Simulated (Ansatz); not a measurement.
Isolated molecules relaxed with PBE0-D4/def2-TZVP in Ansatz; ΔE leaves out vibrations. CCSD(T)/CBS is the MP2 limit (def2-TZVPP, def2-QZVPP) plus CCSD(T) − MP2 in def2-TZVPP, frozen cores. This one scheme is used for every species, atoms too. Functionals use def2-TZVPP. Open shells (•) are unrestricted, without spin–orbit coupling. Spin–orbit coupling would lower the free atoms: a little for C, O, Si; strongly for Sn. Elements past krypton have def2 core potentials. For Sn outer-core shells are correlated without core-valence functions, so the limit isn't a true one: a few kJ/mol of doubt a bond, and 10 to 20 or more in all where bonds break to atoms.

`[SnH3][SiH]1CO1` → C• + 6 H• + O• + Si• + Sn•  (atomization)

Q: What is ΔE at CCSD(T)/CBS? (Best estimate.)

A: The calculation gave: +3113.3 kJ/mol.

Q: What do these levels give: BLYP-D4, PBE0-D4, r2SCAN0-D4, ωB97X-V, revPBE, CCSD/CBS(def2)? (An estimate is asked.)

A: Ansatz gave: BLYP-D4 3073.7, PBE0-D4 3076.6, r2SCAN0-D4 3050.9, ωB97X-V 3125.3, revPBE 2996.8, CCSD/CBS(def2) 3062.0 kJ/mol.

Largest T1 diagnostic among the species: 0.015.

From BLYP to BHLYP (50 % exact exchange), in def2-TZVPP and without D4, ΔE moves by −62.4 kJ/mol: exact exchange takes away binding that semilocal exchange gives to molecules. In def2-TZVPP, CCSD(T) changes the Hartree–Fock value by +863.8 kJ/mol (the triples alone add +51.3 kJ/mol) and MP2 by +870.7 kJ/mol; breaking electron pairs costs correlation energy, which Hartree–Fock lacks.

For atomizations the MP2-based limit and the directly extrapolated one differ by several kJ/mol either way, and by 10 to 25 for some Ge, Se and Sn compounds, so smaller differences from it don't rank the levels.
